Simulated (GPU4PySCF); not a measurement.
benzodifurandione dimer (PBFDO unit) (C20H8O8), SMILES C1(=O)Cc2c(O1)cc1/C(=C3/c4c(cc5c(OC(=O)C5)c4)OC3=O)C(=O)Oc1c2. Atoms are numbered in the order given.

```xyz
36

O      1.2440    -7.5431     0.0000
C      0.6542    -6.4983     0.0000
C     -0.8560    -6.2250     0.0000
C     -0.9325    -4.7309     0.0000
C     -2.0079    -3.8343     0.0000
C     -1.6734    -2.4803     0.0000
C     -0.3415    -1.9723     0.0000
C      0.7341    -2.8978     0.0000
C      0.3944    -4.2469     0.0000
O      1.3226    -5.2701     0.0000
C     -0.4685    -0.5164     0.0000
C      0.4685     0.5164     0.0000
C      1.9609     0.2618     0.0000
O      2.6044    -0.7608     0.0000
O      2.6166     1.4855     0.0000
C      1.6734     2.4803     0.0000
C      2.0079     3.8343     0.0000
C      0.9325     4.7309     0.0000
C     -0.3944     4.2469     0.0000
C     -0.7341     2.8978     0.0000
C      0.3415     1.9723     0.0000
O     -1.3226     5.2701     0.0000
C     -0.6542     6.4983     0.0000
O     -1.2440     7.5431     0.0000
C      0.8560     6.2250     0.0000
C     -1.9609    -0.2618     0.0000
O     -2.6044     0.7608     0.0000
O     -2.6166    -1.4855     0.0000
H     -1.3159    -6.7048     0.8898
H     -1.3159    -6.7048    -0.8898
H     -3.0583    -4.1549     0.0000
H      1.7759    -2.5658     0.0000
H      3.0583     4.1549     0.0000
H     -1.7759     2.5658     0.0000
H      1.3159     6.7048    -0.8898
H      1.3159     6.7048     0.8898
```

The structure is a stationary point at PBE-D3(BJ)/def2-SVP. Other conformers were not sampled.

Level of theory: GPU4PySCF with PBE-D3(BJ)/def2-SVP.

No scaling factor is applied to the harmonic values.

Computed normal modes with their intensities:
| mode | ν (cm⁻¹) | IR (km/mol) | moving atoms (share of kinetic energy) |
|---|---|---|---|
| 1 | 9 | 0.0 | O 66 %, C 33 % |
| 2 | 36 | 3.7 | C 61 %, O 26 %, H 14 % |
| 3 | 63 | 0.0 | O 67 %, C 31 % |
| 4 | 72 | 6.6 | O 65 %, C 33 % |
| 5 | 82 | 0.0 | C 53 %, O 37 %, H 10 % |
| 6 | 85 | 0.1 | O 56 %, C 41 % |
| 7 | 118 | 0.0 | O 51 %, C 36 %, H 14 % |
| 8 | 121 | 3.9 | O 52 %, C 34 %, H 14 % |
| 9 | 124 | 0.0 | O 50 %, C 48 % |
| 10 | 187 | 6.5 | C 48 %, O 43 %, H 9 % |
| 11 | 225 | 0.0 | O 65 %, C 32 % |
| 12 | 230 | 4.5 | C 44 %, O 41 %, H 15 % |
| 13 | 233 | 0.0 | C 65 %, H 25 %, O 10 % |
| 14 | 244 | 0.0 | C 64 %, O 31 % |
| 15 | 256 | 4.9 | O 57 %, C 41 % |
| 16 | 268 | 0.0 | O 78 %, C 21 % |
| 17 | 336 | 3.6 | O 52 %, C 43 % |
| 18 | 342 | 0.0 | C 72 %, O 19 %, H 9 % |
| 19 | 365 | 0.0 | O 55 %, C 42 % |
| 20 | 368 | 6.6 | O 52 %, C 47 % |
| 21 | 389 | 0.0 | C 69 %, O 24 % |
| 22 | 392 | 4.7 | C 72 %, H 16 %, O 12 % |
| 23 | 412 | 0.0 | C 74 %, H 22 % |
| 24 | 422 | 0.0 | O 49 %, C 47 % |
| 25 | 459 | 8.5 | C 77 %, H 18 % |
| 26 | 487 | 0.0 | C 81 %, H 12 % |
| 27 | 508 | 1.2 | C 54 %, H 34 %, O 12 % |
| 28 | 509 | 0.0 | C 59 %, H 28 %, O 12 % |
| 29 | 530 | 31.8 | O 46 %, C 45 %, H 9 % |
| 30 | 547 | 0.0 | C 44 %, O 44 %, H 12 % |
| 31 | 581 | 1.0 | C 60 %, O 36 % |
| 32 | 631 | 0.0 | C 64 %, O 31 % |
| 33 | 640 | 0.0 | C 80 %, O 10 %, H 10 % |
| 34 | 640 | 19.2 | C 56 %, O 40 % |
| 35 | 651 | 6.9 | C 82 %, H 10 %, O 8 % |
| 36 | 655 | 0.0 | C 56 %, O 39 % |
| 37 | 662 | 15.2 | C 80 %, H 10 %, O 10 % |
| 38 | 683 | 0.0 | C 63 %, O 30 % |
| 39 | 688 | 8.5 | C 66 %, O 30 % |
| 40 | 709 | 0.0 | C 83 %, H 12 % |
| 41 | 712 | 0.0 | C 68 %, O 26 % |
| 42 | 722 | 1.6 | C 84 %, H 12 % |
| 43 | 751 | 10.1 | C 91 %, O 9 % |
| 44 | 776 | 13.3 | C 54 %, O 38 %, H 8 % |
| 45 | 788 | 0.0 | C 51 %, O 37 %, H 11 % |
| 46 | 789 | 0.0 | C 94 % |
| 47 | 819 | 0.0 | C 58 %, O 33 %, H 9 % |
| 48 | 820 | 65.3 | C 63 %, O 29 %, H 8 % |
| 49 | 840 | 161.9 | C 57 %, O 38 % |
| 50 | 849 | 14.3 | H 67 %, C 33 % |
| 51 | 849 | 0.0 | H 67 %, C 33 % |
| 52 | 869 | 54.4 | C 46 %, O 36 %, H 18 % |
| 53 | 874 | 0.0 | O 50 %, C 34 %, H 16 % |
| 54 | 909 | 0.0 | C 50 %, H 49 % |
| 55 | 909 | 0.3 | C 53 %, H 47 % |
| 56 | 918 | 0.0 | H 55 %, C 43 % |
| 57 | 919 | 205.4 | O 43 %, C 38 %, H 19 % |
| 58 | 919 | 46.8 | H 58 %, C 41 % |
| 59 | 991 | 0.0 | C 53 %, O 24 %, H 23 % |
| 60 | 1020 | 0.0 | C 65 %, O 31 % |
| 61 | 1040 | 1142.1 | C 75 %, O 17 % |
| 62 | 1050 | 0.0 | C 68 %, H 17 %, O 15 % |
| 63 | 1079 | 487.8 | C 71 %, O 21 % |
| 64 | 1103 | 0.0 | H 83 %, C 16 % |
| 65 | 1103 | 1.1 | H 83 %, C 16 % |
| 66 | 1114 | 0.0 | C 45 %, H 43 %, O 12 % |
| 67 | 1121 | 18.0 | H 58 %, C 36 % |
| 68 | 1144 | 0.0 | C 69 %, H 26 % |
| 69 | 1161 | 49.9 | C 47 %, H 39 %, O 13 % |
| 70 | 1189 | 0.0 | C 57 %, H 38 % |
| 71 | 1194 | 29.1 | C 63 %, H 30 % |
| 72 | 1208 | 33.9 | H 54 %, C 42 % |
| 73 | 1209 | 0.0 | C 50 %, H 41 %, O 9 % |
| 74 | 1225 | 0.0 | C 63 %, H 24 %, O 13 % |
| 75 | 1250 | 97.5 | C 84 %, O 12 % |
| 76 | 1325 | 0.0 | C 83 %, O 14 % |
| 77 | 1333 | 286.1 | C 86 %, O 11 % |
| 78 | 1339 | 94.2 | H 88 %, C 12 % |
| 79 | 1339 | 0.0 | H 88 %, C 11 % |
| 80 | 1382 | 161.3 | C 89 %, H 10 % |
| 81 | 1389 | 0.0 | C 90 %, H 9 % |
| 82 | 1461 | 611.4 | C 88 %, H 9 % |
| 83 | 1466 | 0.0 | C 85 %, H 12 % |
| 84 | 1480 | 0.0 | C 97 % |
| 85 | 1483 | 50.7 | C 95 % |
| 86 | 1553 | 0.0 | C 98 % |
| 87 | 1585 | 19.2 | C 97 % |
| 88 | 1595 | 0.0 | C 98 % |
| 89 | 1641 | 0.0 | C 97 % |
| 90 | 1645 | 52.5 | C 97 % |
| 91 | 1815 | 321.6 | C 65 %, O 34 % |
| 92 | 1820 | 0.0 | C 66 %, O 33 % |
| 93 | 1882 | 1326.0 | C 65 %, O 35 % |
| 94 | 1884 | 0.0 | C 65 %, O 35 % |
| 95 | 2995 | 0.1 | H 94 % |
| 96 | 2995 | 2.0 | H 94 % |
| 97 | 3041 | 0.7 | H 91 %, C 9 % |
| 98 | 3041 | 0.3 | H 91 %, C 9 % |
| 99 | 3153 | 0.2 | H 91 %, C 9 % |
| 100 | 3153 | 0.0 | H 91 %, C 9 % |
| 101 | 3204 | 57.3 | H 91 %, C 9 % |
| 102 | 3204 | 0.1 | H 91 %, C 9 % |
